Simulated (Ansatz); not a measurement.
Ansatz (a quantum-chemistry and plane-wave program) job for TiOCl2, SMILES [O]=[Ti]([Cl])[Cl], multiplicity 1, PBE-D3(BJ)/def2-SVP. 

Ansatz 0.2 input:
```yaml
crystal:
  periodic: [false, false, false]
  atoms:
    - {symbol: Ti, position_ang: [-0.10608346, 0.30930139, -0.00000000]}
    - {symbol: O, position_ang: [0.11003839, 1.88140790, -0.00000001]}
    - {symbol: Cl, position_ang: [0.04275085, -0.64282041, -2.00363905]}
    - {symbol: Cl, position_ang: [0.04275085, -0.64282041, 2.00363905]}
basis:
  gaussian:
    orbitals: def2-SVP
hamiltonian:
  xc: pbe
  dispersion: d3bj
relax: {f_tol: 0.002, max_steps: 200}
```

Output:

```
WARN ansatz: RAYON_NUM_THREADS=1 ignored (pool sized by the plan → 1); use --threads N
Functional definition: PBE
integrals: 0.03 GiB planned
913 factors; their error is unknown
mean field: 0.19 GiB planned
mean field evaluation 1: about -50172.9183 eV, gradient 7.1e1 eV
mean field evaluation 2: about -49885.6930 eV, gradient 3.0e2 eV
mean field evaluation 4: about -50175.0873 eV, gradient 5.5e1 eV
mean field evaluation 8: about -50182.1450 eV, gradient 3.1e-1 eV
mean field evaluation 16: about -50182.1096 eV, gradient 4.3e-5 eV
mean field -50182.10963455 eV, -1844.1585144141 hartree, gradient 4.0e-5 eV, S^2 0.000000; 0 other end points of the search recorded, 0 dependent functions left out
the calculation of the forces begins
reference -50182.10972877 eV, -1844.1585178765 hartree; 32, 32 occupied and 49, 49 virtual orbitals, 913 factors
relax step   1: F+E_penalty+E_count = -50182.21690764 eV  Δ(F+E_penalty+E_count) = +0.000e0 eV  max|allowed force component| = 4.480e-1 eV/Å  Δτ_max = 0.0000 Å  (29 SCF iters, accepted)
these checks for a lower state are left out or cut short: starts, cluster_reference, orbital_swaps, neighbouring_geometries, increment
integrals: 0.03 GiB planned
913 factors; their error is unknown
mean field: 0.19 GiB planned
mean field -50182.11185104 eV, -1844.1585958685 hartree, gradient 1.6e-5 eV, S^2 0.000000; 0 other end points of the search recorded, 0 dependent functions left out
the calculation of the forces begins
reference -50182.11194523 eV, -1844.1585993299 hartree; 32, 32 occupied and 49, 49 virtual orbitals, 913 factors
relax step   2: F+E_penalty+E_count = -50182.21899011 eV  Δ(F+E_penalty+E_count) = -2.082e-3 eV  max|allowed force component| = 1.683e-1 eV/Å  Δτ_max = 0.0080 Å  (30 SCF iters, accepted)
these checks for a lower state are left out or cut short: starts, cluster_reference, orbital_swaps, neighbouring_geometries, increment
integrals: 0.03 GiB planned
913 factors; their error is unknown
mean field: 0.19 GiB planned
mean field evaluation 32: about -50182.1134 eV, gradient 2.8e-4 eV
mean field -50182.11336415 eV, -1844.1586514742 hartree, gradient 1.6e-5 eV, S^2 0.000000; 0 other end points of the search recorded, 0 dependent functions left out
the calculation of the forces begins
reference -50182.11345824 eV, -1844.1586549323 hartree; 32, 32 occupied and 49, 49 virtual orbitals, 913 factors
relax step   3: F+E_penalty+E_count = -50182.22087318 eV  Δ(F+E_penalty+E_count) = -1.883e-3 eV  max|allowed force component| = 1.605e-1 eV/Å  Δτ_max = 0.0633 Å  (36 SCF iters, accepted)
these checks for a lower state are left out or cut short: starts, cluster_reference, orbital_swaps, neighbouring_geometries, increment
integrals: 0.03 GiB planned
913 factors; their error is unknown
mean field: 0.19 GiB planned
mean field -50182.11372787 eV, -1844.1586648410 hartree, gradient 9.1e-6 eV, S^2 0.000000; 0 other end points of the search recorded, 0 dependent functions left out
the calculation of the forces begins
reference -50182.11382191 eV, -1844.1586682966 hartree; 32, 32 occupied and 49, 49 virtual orbitals, 913 factors
relax step   4: F+E_penalty+E_count = -50182.22166345 eV  Δ(F+E_penalty+E_count) = -7.903e-4 eV  max|allowed force component| = 1.248e-1 eV/Å  Δτ_max = 0.0341 Å  (32 SCF iters, accepted)
these checks for a lower state are left out or cut short: starts, cluster_reference, orbital_swaps, neighbouring_geometries, increment
integrals: 0.03 GiB planned
913 factors; their error is unknown
mean field: 0.19 GiB planned
mean field -50182.11380559 eV, -1844.1586676971 hartree, gradient 1.6e-5 eV, S^2 0.000000; 0 other end points of the search recorded, 0 dependent functions left out
the calculation of the forces begins
reference -50182.11389962 eV, -1844.1586711525 hartree; 32, 32 occupied and 49, 49 virtual orbitals, 913 factors
relax step   5: F+E_penalty+E_count = -50182.22194704 eV  Δ(F+E_penalty+E_count) = -2.836e-4 eV  max|allowed force component| = 4.498e-3 eV/Å  Δτ_max = 0.0059 Å  (31 SCF iters, accepted)
these checks for a lower state are left out or cut short: starts, cluster_reference, orbital_swaps, neighbouring_geometries, increment
integrals: 0.03 GiB planned
913 factors; their error is unknown
mean field: 0.19 GiB planned
mean field -50182.11381473 eV, -1844.1586680330 hartree, gradient 8.8e-5 eV, S^2 0.000000; 0 other end points of the search recorded, 0 dependent functions left out
the calculation of the forces begins
reference -50182.11390876 eV, -1844.1586714883 hartree; 32, 32 occupied and 49, 49 virtual orbitals, 913 factors
relax step   6: F+E_penalty+E_count = -50182.22194949 eV  Δ(F+E_penalty+E_count) = -2.445e-6 eV  max|allowed force component| = 2.195e-4 eV/Å  Δτ_max = 0.0008 Å  (20 SCF iters, accepted)
integrals: 0.03 GiB planned
913 factors; their error is unknown
mean field: 0.19 GiB planned
mean field evaluation 64: about -50182.1339 eV, gradient 2.5e0 eV
mean field -50182.11381473 eV, -1844.1586680330 hartree, gradient 8.8e-5 eV, S^2 0.000000; 1 other end points of the search recorded, 0 dependent functions left out
the calculation of the forces begins
reference -50182.11390876 eV, -1844.1586714883 hartree; 32, 32 occupied and 49, 49 virtual orbitals, 913 factors
Total energy: -50182.22204351 eV, -1844.1626453672 hartree
Atom 0 at    -0.214947     0.330933    -0.000000 Å, force    -0.000030     0.000031     0.000000 eV/Å
Atom 1 at     0.150187     1.884070    -0.000000 Å, force     0.000006    -0.000220    -0.000000 eV/Å
Atom 2 at     0.077108    -0.654968    -1.971739 Å, force     0.000012     0.000094    -0.000080 eV/Å
Atom 3 at     0.077108    -0.654968     1.971739 Å, force     0.000012     0.000094     0.000080 eV/Å
Dipole moment:    -0.430550    -0.081069     0.000000 e Å
```

The run converged.
